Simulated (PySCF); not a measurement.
Computed shifts of a molecule C₄H₈Si, PBE/pcSseg-1 run with PySCF, GIAO, gas phase, atoms alike by connectivity averaged where their shifts nearly agree, in ppm (number of nuclei): ¹³C: 222.4 (1), 88.6 (1), 71.8 (1), 23.1 (1). ²⁹Si: -64.2 (1). ¹H: 4.83 (2), 4.58 (3), 2.11 (3). References: ¹³C against TMS (σ = 182.0 ppm); ²⁹Si against TMS (σ = 335.4 ppm); ¹H against TMS (σ = 31.49 ppm), references at their B3LYP-D3(BJ)/def2-TZVP geometries, non-relativistic. The structure is a stationary point at B3LYP-D3(BJ)/def2-SVP. Other conformers were not sampled.

Question: Which structure fits?
(A) CC1=CC[SiH2]1
(B) C=C/C=C/[SiH3]
(C) C[C@@H]1C=C[SiH2]1
(D) C=C=C(C)[SiH3]

Answer: D, C=C=C(C)[SiH3]
